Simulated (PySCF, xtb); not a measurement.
C4H7FSi, SMILES C[Si@H]1C=C[C@H]1F.

GFN2-xTB (xtb) at its own geometry gives an orbital gap of 4.06 eV and a dipole moment of 2.61 D.

Coordinates come from a B3LYP-D3(BJ)/def2-SVP optimisation. The structure was generated by enumeration; whether it is a known compound was not checked.

Task: What does PBE/def2-TZVP (PySCF) give? (An estimate is asked for; the answer gives what the named calculation found.)

Result: gap 4.79 eV (levels -6.37 and -1.58 eV), dipole 1.35 D.
